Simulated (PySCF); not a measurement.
## Adding and removing an electron: RbSr

PBE0; Rb def2-SVPD with ECP28, Sr def2-SVPD with ECP28; scalar-relativistic core potentials (PySCF 2.14). Neutral (UKS): doublet (σ ↑), Re = 4.689 Å, ωe = 42.2 cm⁻¹, De = 0.17 eV, HOMO -2.79 eV, LUMO -1.48 eV.

RbSr⁻ (UKS): singlet (closed shell), Re = 4.952 Å, ωe = 37.4 cm⁻¹, De = 0.37 eV to Rb⁻ + Sr. The energies at the minima are -54.75550 hartree for RbSr and -54.77920 for RbSr⁻.

Work out the adiabatic electron affinity, without and with harmonic zero-point energies (1 hartree = 27.2114 eV, 1 eV = 8065.5 cm⁻¹), and the change of the bond length.

At PBE0: 0.02370 hartree = 0.645 eV between the minima; the zero-point term (42.2 − 37.4)/2 cm⁻¹ = +0.000 eV makes it 0.645 eV. Re changes by +26.3 pm against the neutral. The electron enters a σ orbital; the charge polarises the partner, so the anion is bound more strongly.

Closed-shell solutions of metal pairs were not tested for spin polarisation, which can lower them a little. Weak bonds: RbSr, RbSr⁻. Basis-set superposition, not corrected here, can be much of De in a small basis, most of all at correlated wavefunction levels. For an ion De counts to the pair picked by the measured ionisation energies or electron affinities, which need not be the lowest pair at this level. The highest Kohn–Sham level is positive in this anion. Much of that is self-interaction error, but it also means that the finite basis helps to hold the extra electron. States were picked by a PBE0 search and need not be the measured ground states.
